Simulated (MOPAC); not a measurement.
MOPAC input (MNDO):

```
MNDO PRECISE GNORM=0.05 LET XYZ UHF MS=0.5 GEO-OK AUX(PRECISION=9) THREADS=1
CH6NSi

C    -1.55149300 1    0.16595600 1    0.16074400 1
Si    0.22174500 1   -0.40577800 1    0.17110400 1
N     1.23842200 1    0.79991400 1   -0.60193700 1
H    -1.65419000 1    1.11094000 1    0.69738200 1
H    -2.20248100 1   -0.57000900 1    0.63741600 1
H    -1.90051000 1    0.31871700 1   -0.86218000 1
H     0.36501900 1   -1.69544300 1   -0.56074900 1
H     0.70093300 1   -0.61506400 1    1.56607600 1
H     2.22679600 1    0.53662200 1   -0.62429600 1
```

From the output:

```
                                                       MOPAC v23.2.5 Linux

          FINAL HEAT OF FORMATION =         15.48398 KCAL/MOL =      64.78498 KJ/MOL

          COSMO AREA              =        104.98 SQUARE ANGSTROMS
          COSMO VOLUME            =         92.36 CUBIC ANGSTROMS

          GRADIENT NORM           =          0.02116          =       0.00705 PER ATOM
          IONIZATION POTENTIAL    =         10.399310 EV
          ALPHA SOMO LUMO (EV)    =        -11.081  2.188
          BETA  SOMO LUMO (EV)    =        -10.399  0.391
          NO. OF ALPHA ELECTRONS  =         10
          NO. OF BETA  ELECTRONS  =          9
          MOLECULAR WEIGHT        =         60.1506         POINT GROUP:  Cs

          MOLECULAR DIMENSIONS (Angstroms)

            Atom       Atom       Distance
            H     9    H     5     4.68147
            H     6    H     8     3.24329
            H     7    H     4     3.15913

          SCF CALCULATIONS        =         24

   ATOM   CHEMICAL          X               Y               Z
  NUMBER   SYMBOL      (ANGSTROMS)     (ANGSTROMS)     (ANGSTROMS)

     1       C         -1.49857671  *   0.16210910  *   0.15433736  *
     2      Si          0.20509810  *  -0.41996771  *   0.18093749  *
     3       N          1.21977181  *   0.78321250  *  -0.59049766  *
     4       H         -1.62573286  *   1.11888409  *   0.69565468  *
     5       H         -2.17674832  *  -0.57042336  *   0.63356640  *
     6       H         -1.87373196  *   0.32126651  *  -0.87450612  *
     7       H          0.34374615  *  -1.60583027  *  -0.51618807  *
     8       H          0.65831014  *  -0.59412010  *   1.47545813  *
     9       H          2.18445290  *   0.56643087  *  -0.63277268  *

                             CARTESIAN COORDINATES

   1    C       -1.498576715     0.162109098     0.154337358
   2   Si        0.205098104    -0.419967710     0.180937491
   3    N        1.219771808     0.783212505    -0.590497662
   4    H       -1.625732861     1.118884089     0.695654681
   5    H       -2.176748319    -0.570423359     0.633566397
   6    H       -1.873731958     0.321266511    -0.874506122
   7    H        0.343746151    -1.605830274    -0.516188068
   8    H        0.658310137    -0.594120102     1.475458128
   9    H        2.184452896     0.566430875    -0.632772678

           Empirical Formula: C H6 N Si  =     9 atoms

      MOLECULAR POINT GROUP   :   Cs

          ALPHA EIGENVALUES
 -33.23538 -30.02948 -18.07605 -15.61488 -14.14171 -13.82457 -12.86904 -12.01004
 -11.40818 -11.08127   2.18786   2.28700   2.53735   2.87728   4.17171   4.19738
   5.54276   6.01285

           BETA EIGENVALUES
 -32.33608 -28.49052 -17.90374 -15.07043 -14.07658 -13.73158 -12.15543 -11.86145
 -10.39931   0.39060   2.35390   2.64867   2.75345   3.12853   4.18399   4.20441
   5.86852   6.15577

              NET ATOMIC CHARGES AND DIPOLE CONTRIBUTIONS

  ATOM NO.   TYPE          CHARGE      No. of ELECS.   s-Pop       p-Pop
    1          C          -0.328999        4.3290     1.26196     3.06704
    2         Si           1.363043        2.6370     0.99389     1.64307
    3          N          -0.477322        5.4773     1.78341     3.69391
    4          H           0.011140        0.9889     0.98886
    5          H           0.000329        0.9997     0.99967
    6          H           0.011140        0.9889     0.98886
    7          H          -0.334682        1.3347     1.33468
    8          H          -0.334680        1.3347     1.33468
    9          H           0.090030        0.9100     0.90997
 DIPOLE           X         Y         Z       TOTAL
 POINT-CHG.     0.057    -0.944     0.470     1.056
 HYBRID         0.169    -0.448     0.201     0.519
 SUM            0.226    -1.392     0.671     1.562

          ATOMIC ORBITAL ELECTRON POPULATIONS

     Atom    s        px        py        pz
    1  C   1.26196   1.14588   0.96945   0.95172
    2 Si   0.99389   0.59587   0.52303   0.52416
    3  N   1.78341   1.11848   1.46292   1.11251
    4  H   0.98886
    5  H   0.99967
    6  H   0.98886
    7  H   1.33468
    8  H   1.33468
    9  H   0.90997

                    (SZ)    =    0.500000
                    (S**2)  =    0.755444

          ATOMIC ORBITAL SPIN POPULATIONS

    Atom   Total    s     px     py     pz
         Atomic
    1  C -0.0014 -0.001 -0.001  0.000  0.000
    2 Si -0.0726 -0.009 -0.016 -0.025 -0.023
    3  N  1.0593  0.027  0.049  0.214  0.769
    4  H -0.0001 -0.000
    5  H -0.0006 -0.001
    6  H -0.0001 -0.000
    7  H  0.0242  0.024
    8  H  0.0242  0.024
    9  H -0.0329 -0.033

 **********************
 *                    *
 * JOB ENDED NORMALLY *
 *                    *
 **********************

 == MOPAC DONE ==
```

The geometry given is a B3LYP-D3(BJ)/def2-TZVP minimum.
